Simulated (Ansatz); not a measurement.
C₂H₁₂GaNSi, SMILES `[CH3][GaH-]([CH3])[NH2+][SiH3]`, relaxed with RKS PBE0-D4/def2-TZVP in Ansatz 0.2.0 from a PBE-D4/def2-SVP geometry. The force threshold is 0.005 eV/Å; the program also tests the step.

Charge 0, multiplicity 1.

Start:

```xyz
17

C    -0.461   -1.313    1.666
Ga    0.860   -0.004    0.925
C     1.999   -0.563   -0.624
N    -0.531    1.410   -0.106
Si   -1.531    0.696   -1.425
H    -1.304   -0.816    2.192
H    -0.886   -1.978    0.885
H     0.040   -1.964    2.413
H     1.452    1.100    1.922
H     2.368    0.302   -1.217
H     2.897   -1.097   -0.250
H     1.471   -1.254   -1.313
H    -1.093    1.801    0.664
H     0.087    2.168   -0.429
H    -2.431    1.731   -2.045
H    -2.356   -0.387   -0.806
H    -0.581    0.169   -2.453
```

**Question.** How much energy does the relaxation release, and in how many steps? (Best estimate.)

**Answer.** Ansatz gave: 5.82 kJ/mol, in 6 steps, 1 of them rejected.

**Question.** Which bonds change most? (An estimate is asked.)

**Answer.** Computed: N4–Si5 from 1.802 to 1.772 Å; Si5–H15 from 1.505 to 1.487 Å; Si5–H16 from 1.496 to 1.478 Å; Si5–H17 from 1.496 to 1.478 Å.

**Question.** Give the relaxed structure. (An estimate is asked.)

**Answer.** Computed: 
```xyz
17

C    -0.457   -1.306    1.661
Ga    0.848   -0.004    0.913
C     1.991   -0.561   -0.619
N    -0.537    1.394   -0.117
Si   -1.521    0.698   -1.415
H    -1.275   -0.815    2.197
H    -0.891   -1.951    0.893
H     0.048   -1.956    2.382
H     1.429    1.104    1.898
H     2.364    0.293   -1.192
H     2.867   -1.098   -0.244
H     1.470   -1.232   -1.307
H    -1.085    1.771    0.650
H     0.082    2.135   -0.429
H    -2.409    1.724   -2.022
H    -2.338   -0.376   -0.813
H    -0.587    0.179   -2.437
```
